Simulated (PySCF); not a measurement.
**Nuclear quadrupole coupling in `O=P1(CO)C=CCC=C1`**

Species: C6H9O2P.
SMILES with atom numbers: `[O:1]=[P:2]1([CH2:3][OH:4])[CH:5]=[CH:6][CH2:7][CH:8]=[CH:9]1` (hydrogens: H10, H11 on C3; H12 on O4; H13 on C5; H14 on C6; H15, H16 on C7; H17 on C8; H18 on C9)

Cartesian coordinates in Å at the GFN2-xTB level; atoms count from 1:
```
atom  x, y, z in Å
O1    -1.9244    0.3184   -1.9853
P2    -0.9244    0.0547   -0.9400
C3    -1.7656   -0.6821    0.5509
O4    -2.8846    0.1031    0.8321
C5     0.4227   -1.0615   -1.3791
C6     1.6257   -0.9249   -0.8400
C7     1.9830    0.0997    0.1915
C8     1.2253    1.3876    0.0928
C9    -0.0186    1.4984   -0.3502
H10   -2.0455   -1.7208    0.3101
H11   -1.1243   -0.6795    1.4328
H12   -3.3240    0.2926   -0.0111
H13    0.2120   -1.7906   -2.1489
H14    2.4334   -1.5820   -1.1374
H15    3.0544    0.3071    0.1356
H16    1.8029   -0.3314    1.1840
H17    1.7663    2.2669    0.4193
H18   -0.5229    2.4506   -0.4356
```

Field gradients from the PBE0/pcSseg-1 density (PySCF, non-relativistic), principal values in atomic units, ordered |Vxx| ≤ |Vyy| ≤ |Vzz|:

```csv
atom,Vxx,Vyy,Vzz
O1,-0.3601,-0.4802,0.8403
O4,0.0982,1.8721,-1.9702
```

Problem. Find the asymmetry η = (Vxx − Vyy)/Vzz and the couplings χ = eQV/h (234.96 MHz × Q in barn × V in au), with Q(17O) = −0.0256 b.

Solution. 
```tsv
atom	environment	nucleus	η	χzz (MHz)	χxx (MHz)	χyy (MHz)
O1	phosphoryl oxygen	17O	0.14	-5.05	2.17	2.89
O4	alcohol oxygen	17O	0.90	11.85	-0.59	-11.26
```

At O4 η is above 0.9: Vyy and Vzz are nearly equal in size and opposite in sign, so a small change could swap them and flip the sign of χzz. 

Problem. What is Vzz at O4 in SI units (1 au = 9.71736 × 10²¹ V/m²)?

Solution. -1.9702 au = -19.146 × 10²¹ V/m².

Problem. What couplings would deuterons (Q(2H) = 0.00286 b) have in place of the hydrogens, at this geometry?

Solution. 
```tsv
atom	bonded to	bond length (Å)	Vzz (au)	η	χzz (kHz)
H10	C3	1.102	0.2807	0.06	189
H11	C3	1.090	0.3031	0.06	204
H12	O4	0.969	0.4307	0.16	289
H13	C5	1.081	0.3282	0.05	221
H14	C6	1.083	0.3205	0.05	215
H15	C7	1.093	0.2987	0.05	201
H16	C7	1.097	0.2964	0.01	199
H17	C8	1.083	0.3208	0.05	216
H18	C9	1.081	0.3280	0.05	220
```

Isolated species at its GFN2-xTB geometry (one conformer only). GFN2-xTB bond lengths can be off by several hundredths of an ångström, more for odd bonds, and the gradients follow them. The basis is small and wasn't made for field gradients, so the couplings can be 20 % off.

These values come from a run that also computed NMR shieldings. On one thread of an x86-64 server, no GPU, on a shared host, this took 49 s of wall time.
